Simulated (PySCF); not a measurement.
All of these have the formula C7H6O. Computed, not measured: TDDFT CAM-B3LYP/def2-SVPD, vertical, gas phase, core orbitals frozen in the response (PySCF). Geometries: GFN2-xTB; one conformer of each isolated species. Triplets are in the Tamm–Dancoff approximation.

A. `C#CC1=COC=CC1`
B. `CC#Cc1ccco1`
C. `C=C1C=C(C=O)C1=C`
D. `C#CCC#CC(C)=O`

Lowest singlet levels (six at most, fewer where fewer were computed) with oscillator strengths:

1. 4.11 eV (f 0.000); 5.09 eV (f 0.000); 5.86 eV (f 0.146); 6.65 eV (f 0.000); 6.93 eV (f 0.016); 6.94 eV (f 0.002); T1 3.56 eV
2. 4.70 eV (f 0.115); 5.79 eV (f 0.000); 5.89 eV (f 0.001); 5.96 eV (f 0.000); 6.25 eV (f 0.070); 6.66 eV (f 0.020); T1 3.26 eV
3. 3.40 eV (f 0.000); 4.15 eV (f 0.125); 4.72 eV (f 0.218); 5.90 eV (f 0.357); 6.21 eV (f 0.000); 6.49 eV (f 0.466); T1 2.39 eV
4. 5.17 eV (f 0.448); 5.65 eV (f 0.000); 5.90 eV (f 0.001); 6.03 eV (f 0.003); 6.57 eV (f 0.005); 6.58 eV (f 0.005); T1 3.32 eV

Task: Match each spectrum to its molecule.

Result: 1 = D, 2 = A, 3 = C, 4 = B.
- A: S1 at 4.70 eV, HOMO→LUMO (95%); Löwdin shares by element: HOMO carbon 40% or more, oxygen 19% (atoms not listed hold the other 41%); LUMO carbon 62% or more (atoms not listed hold the other 38%); HOMO -7.47 and LUMO 0.32 eV; point group Cs, 2 of its 6 listed states under f = 0.0005.
- B: S1 at 5.17 eV, HOMO→LUMO (92%); Löwdin shares by element: HOMO carbon 65% or more (atoms not listed hold the other 35%); LUMO carbon 56% or more (atoms not listed hold the other 44%); HOMO -7.33 and LUMO 0.54 eV.
- C: S1 at 3.40 eV, HOMO-2→LUMO (92%); Löwdin shares by element: HOMO carbon 62% or more (atoms not listed hold the other 38%); LUMO carbon 55% or more, oxygen 18% (atoms not listed hold the other 27%); HOMO -8.43 and LUMO -1.60 eV; point group Cs, 2 of its 6 listed states under f = 0.0005.
- D: S1 at 4.11 eV, HOMO→LUMO (94%); Löwdin shares by element: HOMO oxygen 64%, carbon 27% or more; LUMO carbon 57% or more, oxygen 26% (atoms not listed hold the other 16%); HOMO -9.25 and LUMO -0.47 eV; point group Cs, 3 of its 6 listed states under f = 0.0005.
